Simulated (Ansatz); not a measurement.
`C[O][In]([F])[Cl]` → `[F][InH][Cl]` + `C=O` at 400 K and 1 bar (β-hydride elimination).

Program: Ansatz. Geometries: PBE0-D4/def2-TZVP. ΔE: electronic, gas phase. CBS: MP2 limit from def2 TZ/QZ plus the TZ coupled-cluster correction, frozen cores. This one scheme is used for every species. Elements past krypton have def2 core potentials. For In outer-core shells are correlated without core-valence functions, which leaves a few kJ/mol of doubt a bond. One conformer a species, not always the lowest.

| species | CCSD(T)/CBS energy (Eh) | H − E (kJ/mol) | S (J/(mol·K)) |
| --- | --- | --- | --- |
| `C[O][In]([F])[Cl]` | -864.49222 | 149.6 | 424.3 |
| `[F][InH][Cl]` | -750.05448 | 44.4 | 327.9 |
| `C=O` | -114.39408 | 83.9 | 229.4 |

H − E and S are ideal-gas, rigid-rotor, harmonic terms from PBE0-D4/def2-TZVP, for one conformer and one mirror image of each species. 1 Eh = 2625.50 kJ/mol, R = 8.31446 J/(mol·K).

Problem. By hand: ΔE, ΔH, ΔS and ΔG.

Solution. ΔE = (-750.05448) + (-114.39408) − (-864.49222) = 0.04366 Eh = 114.6 kJ/mol. Δ(H − E) = 44.4 + 83.9 − 149.6 = -21.3, so ΔH = 93.3 kJ/mol. ΔS = 327.9 + 229.4 − 424.3 = 133.0 J/(mol·K). ΔG = 93.3 − 400 × (133.0)/1000 = 40.1 kJ/mol.

Problem. By hand: the equilibrium constant, and the temperature at which ΔG would vanish if ΔH and ΔS stayed fixed.

Solution. log₁₀ K = −ΔG/(RT ln 10) = -5.2. ΔG = 0 at ΔH/ΔS = 702 K.

The number of gas molecules changes by +1, which sets the sign of ΔS. A doubt of 5 kJ/mol in ΔE shifts log₁₀ K by 0.7 here. Other conformers and mirror images would add mixing entropy, several J/(mol·K) or more a flexible species. Modes under 60 cm⁻¹, often nearly free rotors, make the harmonic entropy too high. These are equilibria of isolated gas molecules and say nothing of rates. Largest T1 diagnostic: 0.016 (customary marks: 0.02 for closed shells, 0.045 for open ones).
